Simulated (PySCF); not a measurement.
A PySCF script (with the pyscf-properties extension) for the NMR shieldings of `[AlH3-][P+]1(c2ccsc2)C=C1`, C6H8AlPS, on a PBE0-D3(BJ)/def2-SVP geometry:

```python
import basis_set_exchange as bse
import numpy as np
from pyscf import gto, dft
from pyscf.prop import nmr

atoms = """
Al   -2.499728    1.700699    0.564603
P    -0.937333   -0.166941   -0.025107
C     0.850426    0.083876    0.029587
C     1.862158   -0.839830   -0.380123
C     3.121584   -0.334776   -0.209405
S     3.089427    1.255218    0.443309
C     1.380450    1.265369    0.500451
C    -1.302803   -1.924703    0.106393
C    -1.318558   -1.523228   -1.143226
H    -1.467795    2.551479    1.458215
H    -3.616003    0.831344    1.316846
H    -2.819289    2.251736   -0.906569
H     1.657003   -1.832813   -0.782778
H     4.073122   -0.815424   -0.434090
H     0.832552    2.129431    0.880045
H    -1.443053   -2.780374    0.767046
H    -1.480571   -1.836417   -2.174909
"""
names = dict.fromkeys(["Al", "P", "C", "S", "H"], "pcSseg-1")
basis = {el: gto.basis.parse(bse.get_basis(n, elements=[el], fmt="nwchem")) for el, n in names.items()}
mol = gto.M(atom=atoms, basis=basis, charge=0, verbose=0)
mf = dft.RKS(mol, xc="HYB_GGA_XC_WP04")
mf.grids.level = 2
mf.grids.alignment = dft.numint.BLKSIZE   # the property module wants whole blocks of grid points
mf.conv_tol = 1e-9
mf.kernel()

calc = nmr.RKS(mf)   # GIAO
C = mf.mo_coeff
Co = C[:, mf.mo_occ > 0]
resp = mf.gen_response(singlet=True, hermi=2)
def vind(x):   # induced exchange potential for any number of trial vectors
    d = np.einsum("pi,xij,qj->xpq", C, 2 * x.reshape(-1, C.shape[1], Co.shape[1]), Co, optimize=True)
    return np.einsum("xpq,pi,qj->xij", resp(d - d.transpose(0, 2, 1)), C, Co, optimize=True).ravel()
mo1, _ = nmr.rhf.solve_mo1(calc, with_cphf=vind)
sigma = calc.kernel(mo1)
for i, s in enumerate(sigma):   # ppm
    w = np.linalg.eigvalsh((s + s.T) / 2)
    print("%2d %-2s iso %8.1f  s11 %8.1f  s22 %8.1f  s33 %8.1f" % (i, mol.atom_pure_symbol(i), w.mean(), *w))
```

Question: Give the expected output.

Answer: 
```
 0 Al iso    451.5  s11    432.1  s22    452.4  s33    469.9
 1 P  iso    476.6  s11    230.9  s22    252.1  s33    946.7
 2 C  iso     32.1  s11    -30.6  s22      8.6  s33    118.3
 3 C  iso     39.9  s11    -48.5  s22     28.3  s33    140.0
 4 C  iso     35.3  s11    -56.6  s22     33.8  s33    128.7
 5 S  iso    194.6  s11     67.9  s22    197.0  s33    318.9
 6 C  iso     21.7  s11    -82.5  s22     16.6  s33    131.1
 7 C  iso     40.4  s11    -96.8  s22     45.9  s33    172.2
 8 C  iso     44.1  s11    -93.5  s22     52.6  s33    173.1
 9 H  iso     28.1  s11     24.6  s22     28.4  s33     31.3
10 H  iso     28.7  s11     25.4  s22     27.8  s33     33.0
11 H  iso     28.4  s11     25.3  s22     27.4  s33     32.4
12 H  iso     25.1  s11     20.9  s22     24.8  s33     29.5
13 H  iso     24.6  s11     21.6  s22     25.4  s33     26.8
14 H  iso     23.3  s11     19.5  s22     22.9  s33     27.5
15 H  iso     23.5  s11     21.9  s22     24.2  s33     24.6
16 H  iso     23.6  s11     21.9  s22     24.3  s33     24.7
```

These numbers come from an equivalent density-fitted implementation of the same equations, which agrees with the script to about 0.01 ppm for H and up to a few tenths of a ppm for heavy atoms, so last digits may differ.

Question: Turn these shieldings into chemical shifts. δ = σ(ref) − σ, references computed at the same level: AlH4- for 27Al (σ = 483.51 ppm); 31P (σ = 299.29 ppm) against H3PO4; 13C (σ = 172.44 ppm) and 1H (σ = 31.56 ppm) vs TMS; 33S (σ = 462.27 ppm) against CS2.

Answer: Averaging equivalent atoms: Al 0: 32.0; P 1: -177.3; C 6: 150.7; C 2: 140.4; C 4: 137.1; C 3: 132.5; C 7/8: 130.2; S 5: 268; H 14: 8.25; H 15/16: 7.97; H 13: 6.98; H 12: 6.50; H 9/10/11: 3.17 ppm. Experimental scales use liquid or dissolved standards, which lie at an offset from isolated H3PO4.

Size and cost of the density-fitted run: 214 basis functions, 36 s wall time on 1 thread of an Arm Neoverse V2, shared host; peak memory 1.1 GiB.
